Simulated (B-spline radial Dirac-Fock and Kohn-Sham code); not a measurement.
# Relativistic shifts of the levels of Sc³⁺

System: Sc³⁺, 1s2 2s2 2p6 3s2 3p6.

Both columns are ΔSCF binding energies of the configuration average from a radial atomic solver: non-relativistic Hartree-Fock with a point nucleus, and Dirac-Fock with a finite nucleus and the Coulomb interaction alone, averaged over the two j levels with weights 2j+1.

| shell | Hartree-Fock (eV) | Dirac-Fock (eV) | shift (eV) | shift (%) |
| --- | --- | --- | --- | --- |
| 1s | 4515.8 | 4542.2 | +26.39 | +0.58 |
| 2s | 543.2 | 548.1 | +4.92 | +0.91 |
| 2p | 449.1 | 449.5 | +0.41 | +0.09 |
| 3s | 99.89 | 100.6 | +0.69 | +0.69 |
| 3p | 72.48 | 72.50 | +0.03 | +0.04 |

Relativity binds 1s, 2s, 2p, 3s, 3p more strongly, among those listed most of all 2s in relative terms.

Values without a named source are computed, but for edge energies of neutral atoms, which are taken from tables.
